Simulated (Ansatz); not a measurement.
**Which is lower?**

The two ends of one reaction step of CH6GaN, singlet (PBE0-D4/def2-TZVP).

A:

Ga1  (-0.746, -0.040, -0.001)
N2  (-0.284, -0.448, 1.710)
C3  (0.691, 0.360, -1.276)
H4  (1.675, 0.295, -0.808)
H5  (-2.282, -0.045, -0.305)
H6  (0.662, -0.483, 2.049)
H7  (-0.947, -0.666, 2.434)
H8  (0.661, -0.338, -2.116)
H9  (0.569, 1.365, -1.687)
(Å)

B:

```
9
angstrom
Ga -0.9042 0.0375 -0.5081
N 0.1188 -0.2684 1.3530
C 0.4378 0.3716 -1.6576
H 1.1012 -0.1509 1.1271
H -2.3770 -0.1588 -0.0759
H -0.1268 0.4070 2.0680
H -0.0104 -1.1961 1.7407
H 0.2848 0.5767 -2.7103
H 1.4757 0.3814 -1.3369
```

Computed with Ansatz 0.2.0 (basis: def2-TZVPP); correlated methods freeze the cores. Filled d shells of the heavier atoms are correlated. The def2 sets are not built for correlating such inner shells, so the correlated values are less sure here. B3LYP uses VWN-RPA correlation.

(1) Which structure is lower at CCSD(T), and by how much? (An estimate is asked for; the value comes from the calculation.)

No T1 diagnostic of these runs exceeds 0.015. The restricted Hartree–Fock reference is unstable towards an unrestricted one at one or more of these structures.

Answers

(1) Computed: A, by 1.924 eV (electronic energy, against the other). By their contacts, A is CH₆GaN ([CH3][GaH][NH2]) and B is CH₆GaN ([CH2][GaH][NH3]).

All methods give the same order:

```tsv
method	E(B) − E(A) (eV)
SPW92	1.814
PBE-D4	1.842
BLYP-D4	1.834
r2SCAN-D4	1.928
B97M-V	1.947
PBE0-D4	1.976
B3LYP-D4	1.946
r2SCAN0-D4	2.019
BHLYP-D4	2.093
CAM-B3LYP-D4	2.050
wB97X-V	2.102
wB97M-V	2.004
B2PLYP	1.958
PBE-QIDH	2.045
RPA on PBE	1.893
HF	2.266
MP2	1.966
CCSD	2.001
CCSD(T)	1.924
```

Labels in which every atom is bracketed show which atoms are joined, not bond orders.

For scale, one of the runs: CCSD(T)/def2-TZVPP, 194 basis functions (an equivalent command: `ansatz run in.yaml --threads 4`). Time: 47 s of wall clock on 4 CPU threads; the host was shared. Peak host memory: 2.2 GiB.
